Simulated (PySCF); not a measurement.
## Electronic structure of Al⁺ (aluminium, charge +1) at the LDA level

Configuration: [Ne] 3s2, closed-shell 1S. Calculation: PySCF 2.14, in x2c-TZVPall (5s5p2d1f, 37 functions); scalar relativity by spin-free X2C-1e.

```
Total energy                        : -241.5232 hartree
One-electron energy                 : -333.3489 hartree
Hartree (Coulomb) energy            : 109.1498 hartree
Exchange-correlation energy         : -17.3241 hartree
⟨S²⟩                                : 0.0000
⟨L²⟩                                : 0.000
Sum of ⟨r⟩                          : 9.862 bohr
Sum of ⟨r²⟩                         : 16.74 bohr²
Langevin diamagnetic susceptibility : -13.3 ×10⁻⁶ cm³/mol
Time after the integrals            : 0.09 s of wall time on 1 thread of Intel(R) Xeon(R) Platinum 8375C CPU @ 2.90GHz (shared host)
```

| shell | electrons | mean orbital energy (hartree) | rms radius, mean of both spins (bohr) |
| --- | --- | --- | --- |
| 1s | 2 | -55.55590 | 0.140 |
| 2s | 2 | -4.25626 | 0.688 |
| 2p | 6 | -2.86922 | 0.682 |
| 3s | 2 | -0.54831 | 2.55 |

Densities and radii are taken from the X2C orbitals without a picture-change correction, which distorts them close to the nucleus.
